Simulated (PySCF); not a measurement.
Spinor energies of Sc⁺ (scandium, charge +1)

Start: [Ar] 3d1 4p1; 3d5/2 filled at m_j = +5/2; 4p3/2 filled at m_j = +3/2. Calculated with PySCF 2.14 in x2c-TZVPall-2c with one added diffuse shell each of s, p, d type (7s8p5d1f, 63 functions): generalised Hartree-Fock with the X2C-1e Hamiltonian and a Gaussian nucleus; one run each with spin-orbit coupling (SO) switched off, then screened by Boettger's factors. This is a chosen level, not necessarily the ground level.

```json
{"spinor shell": "1s1/2", "electrons": "2", "ε, spin-free (eV)": "-4547.6", "ε, screened SO (eV)": "-4547.6", "weight of nominal j (screened SO)": "1.000", "rms radius, screened SO (bohr)": "0.0844"}
{"spinor shell": "2s1/2", "electrons": "2", "ε, spin-free (eV)": "-532.26", "ε, screened SO (eV)": "-532.27", "weight of nominal j (screened SO)": "1.000", "rms radius, screened SO (bohr)": "0.370"}
{"spinor shell": "2p1/2", "electrons": "2", "ε, spin-free (eV)": "-435.00", "ε, screened SO (eV)": "-438.13", "weight of nominal j (screened SO)": "0.998", "rms radius, screened SO (bohr)": "0.338"}
{"spinor shell": "3s1/2", "electrons": "2", "ε, spin-free (eV)": "-78.576", "ε, screened SO (eV)": "-78.589", "weight of nominal j (screened SO)": "1.000", "rms radius, screened SO (bohr)": "1.15"}
{"spinor shell": "3p3/2", "electrons": "4", "ε, spin-free (eV)": "-51.069", "ε, screened SO (eV)": "-51.368", "weight of nominal j (screened SO)": "0.848", "rms radius, screened SO (bohr)": "1.27"}
{"spinor shell": "3p1/2", "electrons": "2", "ε, spin-free (eV)": "-51.069", "ε, screened SO (eV)": "-50.514", "weight of nominal j (screened SO)": "0.697", "rms radius, screened SO (bohr)": "1.26"}
{"spinor shell": "3d5/2", "electrons": "1", "ε, spin-free (eV)": "-17.437", "ε, screened SO (eV)": "-17.433", "weight of nominal j (screened SO)": "1.000", "rms radius, screened SO (bohr)": "1.87"}
{"spinor shell": "4p3/2", "electrons": "1", "ε, spin-free (eV)": "-9.091", "ε, screened SO (eV)": "-9.080", "weight of nominal j (screened SO)": "1.000", "rms radius, screened SO (bohr)": "4.48"}
```

Where does 2p3/2 lie, and what is the 2p spin-orbit splitting (screened SO)?

At -433.47 eV, 4.652 eV above 2p1/2.

| quantity | spin-free | screened SO |
| --- | --- | --- |
| E (hartree) | -762.95678 | -762.96066 |
| M_J | 4 | 4 |
| ⟨J²⟩ | 20.004 | 20.004 |
| ⟨L²⟩ | 12.003 | 12.004 |
| ⟨S²⟩ | 2.001 | 2.001 |

Each row is a mean over spinors that exchange with the open shell spreads, by up to 4.547 eV (3p3/2).

Rows whose weight is well below 1 are mixtures of j = l ± 1/2: exchange outweighs spin-orbit coupling there, and the label is only the starting occupation.

Without spin-orbit coupling the j labels of p, d and f shells carry no meaning; the spin-free column gives the mean over the occupied spinors of each nl shell.
